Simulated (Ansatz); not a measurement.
`O=[C](O)[GeH3]` + HCl → `[Cl][GeH3]` + `O=CO` at 298.15 K and 1 bar (ligand exchange at a Ge–C bond).

Gas-phase electronic energies from Ansatz, PBE0-D4/def2-TZVP geometries. CCSD(T)/CBS adds triple-zeta CCSD(T) − MP2 to the extrapolated MP2 energy (def2 sets, frozen cores). This one scheme is used for every species. For Ge outer-core shells are correlated without core-valence functions, which leaves a few kJ/mol of doubt a bond. Scalar relativity is left out up to krypton. Each species was taken in one conformer, which may not be the lowest.

```csv
species,CCSD(T)/CBS energy (Eh),H − E (kJ/mol),S (J/(mol·K))
`O=[C](O)[GeH3]`,-2266.90720,141.1,330.8
HCl,-460.38127,26.6,186.8
`[Cl][GeH3]`,-2537.71925,76.4,263.9
`O=CO`,-189.60296,100.2,248.1
```

H − E and S are ideal-gas, rigid-rotor, harmonic terms from PBE0-D4/def2-TZVP, for one conformer and one mirror image of each species. 1 Eh = 2625.50 kJ/mol, R = 8.31446 J/(mol·K).

Q: By hand: ΔE, ΔH, ΔS and ΔG.

A: ΔE = (-2537.71925) + (-189.60296) − (-2266.90720) − (-460.38127) = -0.03374 Eh = -88.6 kJ/mol. Δ(H − E) = 76.4 + 100.2 − 141.1 − 26.6 = 8.9, so ΔH = -79.7 kJ/mol. ΔS = 263.9 + 248.1 − 330.8 − 186.8 = -5.6 J/(mol·K). ΔG = -79.7 − 298.15 × (-5.6)/1000 = -78.0 kJ/mol.

Q: By hand: the equilibrium constant, and the temperature at which ΔG would vanish if ΔH and ΔS stayed fixed.

A: log₁₀ K = −ΔG/(RT ln 10) = 13.7. ΔG = 0 at ΔH/ΔS = 14232 K, far beyond where these terms or the molecules hold.

The number of gas molecules stays the same, so ΔS is small and ΔH decides. A doubt of 5 kJ/mol in ΔE shifts log₁₀ K by 0.9 here. Other conformers and mirror images would add mixing entropy, several J/(mol·K) or more a flexible species. Modes under 60 cm⁻¹, often nearly free rotors, make the harmonic entropy too high. These are equilibria of isolated gas molecules and say nothing of rates. Largest T1 diagnostic: 0.016 (customary marks: 0.02 for closed shells, 0.045 for open ones).
